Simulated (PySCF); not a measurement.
Delta-SCF ions had no search for a lower state. 

Cartesian coordinates (Å):
SMILES: C=Cc1c([SiH3])cccc1S
```xyz
20

C     -1.4588    -2.3452    -0.3180
C     -0.6888    -1.5096     0.3932
C     -0.3674    -0.0980     0.0777
C      0.9936     0.3005     0.1749
Si     2.3507    -0.9147     0.6696
C      1.3655     1.6135    -0.1459
C      0.4054     2.5480    -0.5398
C     -0.9332     2.1776    -0.6017
C     -1.3350     0.8650    -0.2995
S     -3.0913     0.5763    -0.4200
H     -1.9688    -2.0287    -1.2313
H     -1.5858    -3.3857    -0.0079
H     -0.1849    -1.9123     1.2810
H      3.6498    -0.1841     0.6431
H      2.1319    -1.4532     2.0457
H      2.4191    -2.0752    -0.2645
H      2.4147     1.9127    -0.0857
H      0.6978     3.5723    -0.7826
H     -1.6916     2.9149    -0.8755
H     -3.1228    -0.5741     0.2874
```
Charge 0, multiplicity 1.

### Question
What is the computed LUMO, vertical electron affinity (Delta-SCF), HOMO, HOMO–LUMO gap and dipole moment (ωB97X-D3(BJ)/def2-TZVP // B3LYP-D3(BJ)/def2-SVP (PySCF))?

### Answer

| Quantity | Result |
|---|---|
| LUMO | 0.67 eV |
| vertical electron affinity (Delta-SCF) | -0.32 eV |
| HOMO | -8.51 eV |
| HOMO–LUMO gap | 9.18 eV |
| dipole moment | 0.41 D |
